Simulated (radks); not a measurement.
Ionisation of the tin ion Sn26+, [Ar] 3d6, to [Ar] 3d5 as the strength of local exchange is varied. All-electron calculation, scalar-relativistic Kohn-Sham, Slater X-alpha exchange (alpha = 2/3 is LDA exchange), no correlation, spin-polarised, spherical densities, finite nucleus; open shells are filled with parallel spins first (spin-orbit coupling, left out, can overturn this in heavy ions); Fermi nuclear charge, rms radius 4.6519 fm. Program: a radial shooting solver on a logarithmic mesh with Libxc functionals.

alpha  E(Sn26+) (hartree)  exchange (hartree)  IE (eV)  -e of the level emptied (eV)  <r> of it (bohr)
0.553         -5751.09865          -101.02322   1404.1                   1367.1 (3d)            0.2904
0.606         -5760.81406          -110.84622   1410.2                   1373.3 (3d)            0.2898
0.665         -5771.64391          -121.81026   1417.1                   1380.3 (3d)            0.2892
0.667         -5772.01129          -122.18246   1417.3                   1380.6 (3d)            0.2891
0.8           -5796.48183          -147.01239   1432.9                   1396.4 (3d)            0.2877
1.008         -5834.90804          -186.15553   1457.4                   1421.4 (3d)            0.2855

NIST Atomic Spectra Database: 1421 +/- 4 eV (theoretical). The Delta-SCF value meets it near alpha = 0.70. Open shells are spherical and high-spin; term and fine-structure splittings are not resolved. Spin-orbit splitting is averaged out at the scalar-relativistic level.
